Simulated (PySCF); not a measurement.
tin monoxide (OSn), singlet, at a GFN2-xTB geometry (such geometries of metal compounds can be far from the true shape) (all electrons, no relativity). Base run: PBE/3-21G run with PySCF.

Here is a job for PySCF.
```python
from pyscf import gto, scf, dft

mol = gto.Mole()
mol.atom = '''
    Sn   -0.00000000   -0.00000000   -0.24879316
    O     0.00000000    0.00000000    1.55495727
'''
mol.basis = '3-21g'
mol.verbose = 4
mol.build()

mf = dft.RKS(mol)
mf.xc = 'pbe'
mf.kernel()
mf.analyze()
```

Variants of this job, named by their change:

```
change                                     ΔE vs base (µEh)  grid points  electrons on the grid        outcome
-----------------------------------------  ----------------  -----------  ---------------------  -------------
base                                                    0.0        36040               58.00000      converged
grids.prune = dft.gen_grid.sg1_prune                      -            -                      -  input refused
grids.level = 0                                        5714         3920               57.99739      converged
grids.prune = off                                       0.0        63880               58.00000      converged
grids.radi_method = mura_knowles                        1.3        32504               58.00000      converged
grids.level = 2                                         4.1        25256               57.99999      converged
grids.atom_grid = (150, 974)                           -0.5       148560               58.00000      converged
grids.prune = dft.gen_grid.treutler_prune              -0.3        34496               58.00000      converged
grids.level = 7                                        -0.6       177760               58.00000      converged
small_rho_cutoff = 0                                    0.0        36040               58.00000      converged
grids.radi_method = delley                              7.1        35200               58.00000      converged
```

- grids.prune = dft.gen_grid.sg1_prune: ended with `IndexError: index 50 is out of bounds for axis 0 with size 19`
